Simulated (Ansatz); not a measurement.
`[NH2][SnH2][Cl]` and `[NH2][SnH3]` differ in one atom or group.

Ansatz, PBE0-D4/def2-TZVP geometries, multiplicity 1. Each molecule was computed in one conformer, which needn't be the lowest.

Elements past krypton have def2 core potentials.

| property | `[NH2][SnH2][Cl]` |
| --- | --- |
| HOMO–LUMO gap (B3LYP/def2-TZVPP) / eV | 6.65 |
| HOMO–LUMO gap (PBE/def2-TZVPP) / eV | 4.90 |
| HOMO energy (B3LYP/def2-TZVPP) / eV | -7.53 |
| LUMO energy (ωB97M-V/def2-TZVPP) / eV | 1.15 |
| HOMO energy (ωB97M-V/def2-TZVPP) / eV | -10.12 |
| size of the dipole moment (ωB97M-V/def2-TZVPP) / D | 1.76 |

Q: What does the change do to each property? (Estimate.)

A: The calculation gave: 
```tsv
property	`[NH2][SnH3]`	shift
HOMO–LUMO gap (B3LYP/def2-TZVPP) / eV	6.50	-0.15
HOMO–LUMO gap (PBE/def2-TZVPP) / eV	4.85	-0.05
HOMO energy (B3LYP/def2-TZVPP) / eV	-6.97	0.56
LUMO energy (ωB97M-V/def2-TZVPP) / eV	1.20	0.05
HOMO energy (ωB97M-V/def2-TZVPP) / eV	-9.55	0.57
size of the dipole moment (ωB97M-V/def2-TZVPP) / D	1.09	-0.67
```

With PBE0 the HOMO rises by 0.58 eV and the LUMO rises by 0.38 eV, so the gap narrows by about 0.20 eV. PBE moves the HOMO by 0.58 eV and ωB97M-V by 0.57 eV. Dipoles are sizes alone; their direction can turn.

B3LYP here is the variant with VWN-RPA as its local correlation; programs differ in this.
